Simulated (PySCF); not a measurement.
The dipole of `CC(C)S[SiH2]C(F)(F)F` from its density and from atomic charges.

Coordinates (GFN2-xTB, Å) and charges (e) from the PBE0/pcSseg-1 density (PySCF):

| atom | x | y | z | Mulliken | IAO | Hirshfeld | ESP-fitted |
| --- | --- | --- | --- | --- | --- | --- | --- |
| C1 | -1.771 | 1.340 | -0.319 | -0.1980 | -0.4194 | -0.1223 | -0.5944 |
| C2 | -1.459 | 0.299 | 0.740 | -0.4649 | -0.1520 | -0.0064 | +0.3998 |
| C3 | -1.844 | -1.105 | 0.315 | -0.2207 | -0.4189 | -0.1193 | -0.6938 |
| S4 | 0.320 | 0.392 | 1.242 | -0.2148 | -0.1838 | -0.0748 | -0.3290 |
| Si5 | 1.354 | -0.376 | -0.433 | +0.5508 | +0.6487 | +0.2890 | +0.0942 |
| C6 | 3.218 | -0.071 | -0.021 | +0.5253 | +0.5641 | +0.1677 | +0.5614 |
| F7 | 3.618 | -0.602 | 1.147 | -0.2678 | -0.2798 | -0.1017 | -0.1861 |
| F8 | 3.551 | 1.231 | 0.016 | -0.2690 | -0.2810 | -0.1029 | -0.1980 |
| F9 | 4.002 | -0.628 | -0.969 | -0.2785 | -0.2871 | -0.1057 | -0.2168 |
| H10 | -2.847 | 1.393 | -0.473 | +0.1224 | +0.1460 | +0.0468 | +0.1580 |
| H11 | -1.419 | 2.320 | -0.007 | +0.1383 | +0.1559 | +0.0426 | +0.1570 |
| H12 | -1.300 | 1.083 | -1.265 | +0.1148 | +0.1383 | +0.0384 | +0.1801 |
| H13 | -1.971 | 0.556 | 1.670 | +0.1706 | +0.1603 | +0.0485 | +0.0918 |
| H14 | -1.515 | -1.834 | 1.051 | +0.1412 | +0.1555 | +0.0433 | +0.1803 |
| H15 | -1.400 | -1.352 | -0.647 | +0.1225 | +0.1342 | +0.0398 | +0.2240 |
| H16 | -2.926 | -1.173 | 0.222 | +0.1270 | +0.1498 | +0.0492 | +0.1840 |
| H17 | 1.246 | -1.820 | -0.606 | -0.0507 | -0.1160 | -0.0672 | -0.0081 |
| H18 | 1.134 | 0.354 | -1.676 | -0.0484 | -0.1148 | -0.0650 | -0.0043 |

Problem. Compute μ = Σ q r for each scheme (1 e·Å = 4.803 D) and compare with the dipole of the full density.

Solution. The full density gives (-4.25, -0.54, -1.20) D, 4.45 D in size; dipole vectors point from the negative to the positive end.

| scheme | μx | μy | μz | size (D) | share of the full size (%) | angle to the full dipole (°) |
| --- | --- | --- | --- | --- | --- | --- |
| Mulliken | -5.48 | -1.31 | -2.97 | 6.37 | 143 | 13 |
| IAO | -5.07 | -0.80 | -1.36 | 5.31 | 119 | 2 |
| Hirshfeld | -2.71 | -0.20 | -0.24 | 2.73 | 61 | 11 |
| ESP-fitted | -4.29 | -0.56 | -1.22 | 4.50 | 101 | 0 |

Problem. Which set comes closest?

Solution. Length of the difference vector: ESP-fitted 0.05 D, IAO 0.87 D, Hirshfeld 1.84 D, Mulliken 2.29 D. Closest: ESP-fitted. The schemes that divide the density aren't constrained to reproduce the dipole.

Problem. What is left for the Hirshfeld atoms' own dipoles?

Solution. The Hirshfeld atoms' densities add up to the full density, so μ = Σ q r + Σ (atomic dipoles). The atomic dipoles sum to (-4.25, -0.54, -1.20) − (-2.71, -0.20, -0.24) = (-1.54, -0.34, -0.96) D, 1.84 D in size.

Problem. With the origin at the mean of the coordinates, (0.000, 0.000, -0.001) Å, which are the largest single terms, by size, of the IAO dipole along the direction of the full one?

Solution. C6 -8.29, F7 +4.96, F9 +4.81, F8 +4.79, C3 -3.64 D; all 18 atoms together +5.31 D. The single terms depend on the origin, their sum doesn't.

Problem. Give the size of the full dipole in other units.

Solution. 4.45 D = 1.751 au = 0.926 e·Å = 14.84 × 10⁻³⁰ C·m.

The structure is a single GFN2-xTB conformer in the gas phase; no vibrational or solvent corrections.

These values come from a run that also computed NMR shieldings. The run took 66 s on Arm Neoverse N1, one thread, no GPU, shared host with 64 logical CPUs at a one-minute load of 55, and the process peaked at 0.94 GiB of memory.

Conformer computed: `[CH3:1][CH:2]([CH3:3])[S:4][SiH2:5][C:6]([F:7])([F:8])[F:9]`: C1–C2–S4–Si5 -72°, C2–S4–Si5–C6 173°, S4–Si5–C6–F7 56°.
